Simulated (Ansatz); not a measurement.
Reactions of Al₂H₆OSi (`[AlH2][O][SiH2][AlH2]`).

Calculated with Ansatz (gas phase, PBE0-D4/def2-TZVP geometries, no zero-point term in ΔE). CCSD(T)/CBS is the MP2 limit (def2-TZVPP, def2-QZVPP) plus CCSD(T) − MP2 in def2-TZVPP, frozen cores. This one scheme is used for every species. Functionals use def2-TZVPP. Each species was taken in one conformer, which may not be the lowest.

```tsv
reaction	revPBE-D4 (kcal/mol)	B97M-V (kcal/mol)	CCSD/CBS(def2) (kcal/mol)	B2PLYP (kcal/mol)	CCSD(T)/CBS(def2) (kcal/mol)
`[AlH2][O][SiH2][AlH2]` + H₂O → `O[SiH2][O][AlH2]` + `[AlH3]`	-23.5	-31.3	-29.0	-30.4	-28.4
`[AlH2][O][SiH2][AlH2]` + H₂ → `[AlH2][O][SiH3]` + `[AlH3]`	-2.4	-9.0	-7.8	-8.3	-6.6
`[AlH2][O][SiH2][AlH2]` + `C=NO` → `O[SiH2][O][AlH2]` + `C=[N][AlH2]`	-78.3	-88.2	-91.3	-90.9	-90.0
`[AlH2][O][SiH2][AlH2]` + `[OH][AlH2]` → `[AlH2][O][AlH2]` + `[AlH2][O][SiH3]`	-35.7	-42.1	-42.5	-43.8	-42.0
```

Largest T1 diagnostic: 0.015, for `C=[N][AlH2]`.
